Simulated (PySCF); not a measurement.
CH4O4Si, SMILES O[SiH](C(=O)O)O. Geometry: PBE0-D3(BJ)/def2-SVP. The values are those of a single conformer.

Computed equilibrium geometry at PBE0-D3(BJ)/def2-SVP (PySCF confirms it by a frequency run) as a Z-matrix (one conformer of several):
```
Si
O 1 1.6500
H 2 0.9680 1 111.19
O 1 1.6542 2 114.94 3 92.94
H 4 0.9616 1 117.97 2 71.72
H 1 1.4831 2 108.62 3 -141.70
C 1 1.9178 6 115.43 2 -114.06
O 7 1.2099 1 119.07 6 131.58
O 7 1.3322 8 122.81 3 175.31
H 9 0.9739 7 107.17 8 0.59
```
Charge 0, spin multiplicity 1.
